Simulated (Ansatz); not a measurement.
InH2(vinyl) (C₂H₅In). The state is a singlet with charge 0. Geometry PBE-D4/def2-TZVP.

```tsv
atom	x (Å)	y (Å)	z (Å)
In1	1.5904	0.0382	-0.2222
H2	2.9659	-0.9731	0.0949
H3	1.7352	1.5815	-1.0138
C4	-0.4049	-0.5507	0.3279
C5	-1.4579	0.2405	0.0709
H6	-0.5921	-1.5092	0.8256
H7	-1.3530	1.2118	-0.4243
H8	-2.4837	-0.0391	0.3410
```

In the def2 sets In takes a core potential; there is no spin–orbit coupling. HSE06 is defined as in plane-wave codes, on full-range PBE exchange.

Task: Estimate the orbital energies around the gap (eV) in Ansatz with BLYP-D4/def2-TZVP, r2SCAN-D4/def2-TZVP, PBE0-D4/def2-SVP, HSE06-D4/def2-TZVP, BHLYP-D4/def2-TZVP.

Result: 
```tsv
orbital	BLYP-D4/def2-TZVP	r2SCAN-D4/def2-TZVP	PBE0-D4/def2-SVP	HSE06-D4/def2-TZVP	BHLYP-D4/def2-TZVP
HOMO−13	-79.09	-81.67	-84.35	-83.82	-89.34
HOMO−12	-18.82	-19.88	-21.49	-21.12	-23.95
HOMO−11	-18.50	-19.28	-21.20	-20.74	-23.59
HOMO−10	-18.37	-19.11	-21.11	-20.61	-23.48
HOMO−9	-18.37	-19.10	-21.10	-20.61	-23.47
HOMO−8	-18.29	-19.02	-21.02	-20.51	-23.38
HOMO−7	-17.96	-18.82	-20.51	-20.18	-22.97
HOMO−6	-13.60	-14.42	-15.50	-15.28	-17.53
HOMO−5	-11.09	-11.62	-12.79	-12.41	-14.36
HOMO−4	-10.14	-10.59	-11.70	-11.31	-13.17
HOMO−3	-9.20	-9.62	-10.67	-10.30	-12.09
HOMO−2	-6.78	-7.17	-8.01	-7.66	-9.19
HOMO−1	-6.71	-7.07	-7.90	-7.54	-8.82
HOMO	-6.31	-6.64	-7.56	-7.19	-8.70
LUMO	-2.50	-2.30	-1.73	-2.14	-1.09
LUMO+1	-0.62	-0.38	0.60	-0.08	1.00
LUMO+2	-0.50	-0.12	0.68	0.00	1.30
LUMO+3	0.43	1.04	1.51	0.73	1.65
LUMO+4	0.83	1.78	2.17	1.05	1.72
LUMO+5	1.41	2.12	2.79	1.86	2.90
```
